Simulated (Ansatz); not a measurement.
A CCSD(T) single point on CH$_{5}$NO$_{2}$Zn, SMILES `N[CH](O)[Zn][OH]`.

```yaml
crystal:
  periodic: [false, false, false]
  atoms:
    - {symbol: N, position_ang: [-0.289435, 0.929682, 1.311056]}
    - {symbol: C, position_ang: [-0.271365, -0.317902, 0.587973]}
    - {symbol: O, position_ang: [0.785448, -1.131201, 1.091582]}
    - {symbol: Zn, position_ang: [-0.043433, -0.118258, -1.356744]}
    - {symbol: O, position_ang: [0.140787, 0.060293, -3.118881]}
    - {symbol: H, position_ang: [-0.693466, 1.697276, 0.797172]}
    - {symbol: H, position_ang: [-0.753753, 0.850677, 2.208862]}
    - {symbol: H, position_ang: [-1.166468, -0.927708, 0.763156]}
    - {symbol: H, position_ang: [1.515820, -0.526711, 1.262460]}
    - {symbol: H, position_ang: [0.775854, -0.516168, -3.546647]}
basis:
  gaussian: {orbitals: def2-SVP}
correlation: {method: ccsd_t, frozen_orbitals: {C: 1, H: 0, "N": 1, O: 1, Zn: 9}}
```

```sh
$ ansatz run in.yaml --threads 4 --pin off --events-out ev --progress --plain --max-ram 10444MiB
```

The program prints (abridged):

```
Functional definition: HF
1104 factors; integrals over basis functions are off by at most 1.4e-3 eV
mean field evaluation 1: about -55023.6660 eV, gradient 5.2e1 eV
mean field evaluation 2: about -55023.8020 eV, gradient 5.2e1 eV
mean field evaluation 4: about -55029.2841 eV, gradient 4.0e0 eV
mean field evaluation 8: about -55029.3541 eV, gradient 4.6e-1 eV
mean field -55029.35504357 eV, -2022.2914976148 hartree, gradient 1.6e-6 eV, S^2 0.000000; 0 other end points of the search recorded, 0 dependent functions left out
13 core orbitals not correlated: weight in the atoms' cores, before any rotation towards them, 1.000 or more for the frozen orbitals, at most 0.000 for the correlated occupied ones
reference -55029.35504357 eV, -2022.2914976148 hartree; 19, 19 occupied and 80, 80 virtual orbitals, 1104 factors
second order -27.07603552 eV of doubles, -0.00000000 eV of singles
cycle   1  -26.44825895 eV  change    6.3e-1 eV  update   1.2e-1
cycle   2  -27.10456076 eV  change   -6.6e-1 eV  update   4.1e-2
cycle   3  -27.27751352 eV  change   -1.7e-1 eV  update   2.2e-2
cycle   4  -27.26952085 eV  change    8.0e-3 eV  update   6.7e-3
cycle   5  -27.26121120 eV  change    8.3e-3 eV  update   3.2e-3
cycle   6  -27.26140867 eV  change   -2.0e-4 eV  update   1.0e-3
cycle   7  -27.26085468 eV  change    5.5e-4 eV  update   3.5e-4
cycle   8  -27.26065453 eV  change    2.0e-4 eV  update   1.3e-4
cycle   9  -27.26068785 eV  change   -3.3e-5 eV  update   5.4e-5
cycle  10  -27.26073084 eV  change   -4.3e-5 eV  update   2.0e-5
perturbative correction -0.71093663 eV, -0.0261264394 hartree
Total energy: -55057.32671104 eV, -2023.3194374345 hartree
```

Run time 9.5 s (4 threads of an Arm Neoverse V1 on a shared host); peak host memory 0.58 GiB.

Correlation energy per correlated electron: -0.736 eV. T1 diagnostic: 0.0141.
